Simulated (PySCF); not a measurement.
C₂H₃Cl₂FSi, SMILES [SiH3]C(=C(Cl)Cl)F. Coordinates come from a B3LYP-D3(BJ)/def2-SVP optimisation. This is a generated structure with no PubChem entry under its InChIKey; it may be hypothetical.

Calculation: PySCF with B3LYP-D3(BJ)/def2-SVP.

Harmonic wavenumbers (cm⁻¹): 87, 107, 140, 237, 292, 311, 373, 482, 501, 644, 682, 810, 921, 943, 944, 966, 1206, 1658, 2241, 2244, 2256. Rotational constants (GHz): 2.329, 1.403, 0.8848; symmetry number 1.

### Question
Work out the zero-point energy and the ideal-gas rigid-rotor harmonic-oscillator thermochemistry at 298.15 K and 1 atm.

### Answer
ZPE = ½ Σ hcν = ½ × 18042 cm⁻¹ = 107.92 kJ/mol. H − E(el) = 130.49 kJ/mol. Entropy in J/(mol K): translation 170.82, rotation 121.75, vibration 76.86, total 369.42. G − E(el) = 20.34 kJ/mol. Cp = 114.76 J/(mol K). Modes under 150 cm⁻¹ make the vibrational entropy uncertain.
